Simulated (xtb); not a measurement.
Input file for xtb: GFN1-xTB on FH5N2Sn (SMILES [NH2][SnH]([NH2])[F]), a point of a torsion scan.

```
$ xtb mol.xyz --gfn 1 --sp --chrg 0 --uhf 0
9

N     -1.62534530    -0.50036424     0.50241138
Sn     0.06187626     0.33320506    -0.16269875
N     -0.05641238     0.88020607    -2.10902122
F      0.00062116     2.08411441     0.64474177
H     -1.78486378    -1.44674826     0.18241245
H     -2.43771328     0.04681730     0.24191684
H      1.40880222    -0.38625569     0.55060375
H      0.42536938     0.27222232    -2.75987593
H      0.31804517     1.81200083    -2.24563195
```

**Question.** Give the final energy of this run.

**Answer.** -16.7305 hartree.
